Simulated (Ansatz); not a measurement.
Reaction (atomization): `COC#C[SiH3]` → 3 C• + 6 H• + O• + Si•

Gas-phase electronic energies from Ansatz, PBE0-D4/def2-TZVP geometries. CCSD(T)/CBS is the MP2 limit (def2-TZVPP, def2-QZVPP) plus CCSD(T) − MP2 in def2-TZVPP, frozen cores. This one scheme is used for every species, atoms too. Functionals use def2-TZVPP. Open shells (•) are unrestricted, without spin–orbit coupling. Spin–orbit coupling would lower the free atoms: a little for C, O, Si.

| species | LC-ωPBE energy (Eh) |
| --- | --- |
| `COC#C[SiH3]` | -482.41720 |
| C• | -37.82224 |
| H• | -0.50601 |
| O• | -75.04943 |
| Si• | -289.26970 |

Problem. Work out ΔE.

Solution. ΔE = 6 × (-0.50601) + 3 × (-37.82224) + (-75.04943) + (-289.26970) − (-482.41720) = 1.59529 Eh = +43.41 eV. CCSD(T)/CBS gives +43.55 eV.

Largest T1 diagnostic among the species: 0.013.

From PBE to PBE0 (25 % exact exchange), in def2-TZVPP and without D4, ΔE moves by −0.90 eV: exact exchange takes away binding that semilocal exchange gives to molecules. Leaving LDA and LC-ωPBE aside and taking each functional with its dispersion term where it has one, the values, not all of them listed here, spread over 2.40 eV, from BHLYP-D4 to PBE-D4. LDA lies +5.69 eV from PBE without D4, its usual overbinding. In def2-TZVPP, CCSD(T) changes the Hartree–Fock value by +10.91 eV (the triples alone add +0.73 eV) and MP2 by +11.78 eV; breaking electron pairs costs correlation energy, which Hartree–Fock lacks.

For atomizations the MP2-based limit and the directly extrapolated one differ by several kJ/mol either way, and by 10 to 25 for some Ge, Se and Sn compounds, so smaller differences from it don't rank the levels.
